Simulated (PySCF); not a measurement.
Computed with PySCF with PBE0-D3(BJ)/def2-TZVP // PBE0-D3(BJ)/def2-SVP. Isolated molecules, 0 K electronic values unless said otherwise. One relaxed conformer stands for a flexible species; it need not be the lowest. Excitations are Tamm–Dancoff values on a coarser integration grid. The basis has no diffuse functions, so Rydberg states are missing or too high.

Reference species (SMILES): `C=C(F)c1ccc([SiH3])cc1` (F–C–C–C torsion 5°) (neutral, multiplicity 1).

- T1 excitation (TDA): 3.09 eV
- LUMO: -1.57 eV
- brightest of the four lowest singlets (TDA): 5.04 eV

After one change: the T1 excitation (TDA) rises by 0.05 eV; the LUMO rises by 0.04 eV; the brightest of the four lowest singlets (TDA) increases by 0.13 eV.

Q: Which change was made? The new species is one of these.
A. `C=Cc1ccc(F)c([SiH3])c1` (C–C–C–C torsion 1°)
B. `C=Cc1cc(F)cc([SiH3])c1` (C–C–C–C torsion 1°)
C. `C=Cc1cc(F)ccc1[SiH3]` (C–C–C–C torsion 20°)
D. `C=C([SiH3])c1ccc(F)cc1` (Si–C–C–C torsion 33°)

A: C, `C=Cc1cc(F)ccc1[SiH3]` (C–C–C–C torsion 20°)
